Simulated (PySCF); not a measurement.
Compound: C₉H₁₆.
SMILES with atom numbers: `[CH3:1][C@@H:2]1[CH2:3][C@H:4]2[CH2:5][C@H:6]([CH2:7]2)[C@H:8]1[CH3:9]` (hydrogens: H10, H11, H12 on C1; H13 on C2; H14, H15 on C3; H16 on C4; H17, H18 on C5; H19 on C6; H20, H21 on C7; H22 on C8; H23, H24, H25 on C9)

A GFN2-xTB structure was refined with PySCF, PBE0-D3(BJ)/def2-SVP geometry optimisation, gas phase. Its GFN2-xTB values:

```csv
coordinate,GFN2-xTB
C1–H10,1.073 Å
C2–C3,1.529 Å
C2–C8,1.556 Å
C2–H13,1.112 Å
C3–C4,1.574 Å
C3–H14,1.076 Å
C4–C5,1.534 Å
C4–C7,1.534 Å
C4–H16,1.055 Å
C5–H18,1.080 Å
C6–C7,1.548 Å
C6–C8,1.512 Å
C6–H19,1.082 Å
C7–H21,1.063 Å
C8–C9,1.532 Å
C9–H23,1.069 Å
C1–C2–C3,108.7°
C2–C8–C6,111.3°
C3–C4–C5,108.1°
C3–C4–C7,107.6°
C4–C5–C6,86.5°
C5–C4–C7,88.1°
C5–C6–C8,110.7°
C7–C6–C8,109.5°
C1–C2–C3–C4,-153°
C1–C2–C8–C6,152°
C4–C5–C6–C7,25°
C5–C6–C7–C4,-25°
```

How do these coordinates change at the PBE0-D3(BJ)/def2-SVP level?

| coordinate | PBE0-D3(BJ)/def2-SVP (Å or °) | change |
| --- | --- | --- |
| C3–C4 | 1.526 | -0.048 |
| C4–H16 | 1.101 | +0.046 |
| C7–H21 | 1.100 | +0.037 |
| C9–H23 | 1.101 | +0.032 |
| C1–H10 | 1.101 | +0.028 |
| C3–H14 | 1.103 | +0.027 |
| C5–H18 | 1.102 | +0.022 |
| C6–C8 | 1.534 | +0.022 |
| C6–H19 | 1.102 | +0.020 |
| C4–C5 | 1.547 | +0.013 |
| C2–C3 | 1.540 | +0.011 |
| C2–C8 | 1.547 | -0.009 |
| C8–C9 | 1.523 | -0.009 |
| C6–C7 | 1.539 | -0.009 |
| C2–H13 | 1.105 | -0.007 |
| C4–C7 | 1.541 | +0.007 |
| C1–C2–C3 | 111.6 | +2.9 |
| C3–C4–C5 | 110.8 | +2.7 |
| C5–C4–C7 | 86.8 | -1.3 |
| C3–C4–C7 | 108.8 | +1.2 |
| C2–C8–C6 | 110.5 | -0.8 |
| C7–C6–C8 | 110.2 | +0.7 |
| C5–C6–C8 | 111.2 | +0.5 |
| C4–C5–C6 | 86.0 | -0.5 |
| C1–C2–C8–C6 | 156 | +4 |
| C1–C2–C3–C4 | -157 | -4 |
| C5–C6–C7–C4 | -28 | -3 |
| C4–C5–C6–C7 | 28 | +3 |

The energy falls by 0.248 eV over 5 energy and gradient evaluations, the largest force component goes from 0.0502 to 2.7e-04 Eh/bohr, and the atoms move by 0.050 Å rms after alignment. The bond that changes most is C3–C4 (ring CH2 carbon to sp3 carbon at a ring junction), which shortens by 0.048 Å. Bonds longer at the end by more than 0.005 Å: 14 of 26; shorter: 7. Rotational constants go from 2275, 1667, 1206 to 2291, 1644, 1194 MHz.

The run used 206 basis functions and 30 SCF cycles in all.

Not checked by PBE0-D3(BJ)/def2-SVP frequencies.
